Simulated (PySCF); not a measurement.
**Tc³⁺ (technetium, charge +3) across methods**

[Kr] 4d4, high-spin 5D determinant. All numbers are calculated (PySCF 2.14, the non-relativistic Hamiltonian (point nucleus), in dyall-av2z).

| method | E (hartree) | mean ε 4p α (eV) | mean ε 4p β (eV) | mean ε 4d α (eV) | Σ⟨r²⟩ (bohr²) | ⟨S²⟩ |
| --- | --- | --- | --- | --- | --- | --- |
| r2SCAN | -4204.96 | -77.263 | -73.215 | -37.270 | 26.12 | 6.001 |
| PBEsol | -4202.34 | -75.681 | -72.556 | -36.823 | 26.24 | 6.000 |
| BP86 | -4205.34 | -75.755 | -72.710 | -36.876 | 26.20 | 6.000 |
| PBE | -4204.48 | -75.740 | -72.539 | -36.867 | 26.25 | 6.000 |
| PBE0 | -4204.63 | -79.456 | -75.029 | -38.798 | 26.16 | 6.001 |
| revPBE | -4204.69 | -75.707 | -72.489 | -36.834 | 26.22 | 6.000 |
| UHF | -4203.00817 | -89.470 | -80.942 | -43.683 | 26.14 | 6.002 |

**Question.** Estimate the same row for LDA.

**Answer.** E (hartree) = -4200.37; mean ε 4p α (eV) = -75.765; mean ε 4p β (eV) = -72.850; mean ε 4d α (eV) = -36.891; Σ⟨r²⟩ (bohr²) = 26.28; ⟨S²⟩ = 6.000.

A non-relativistic calculation at this Z misses sizeable relativistic shifts.
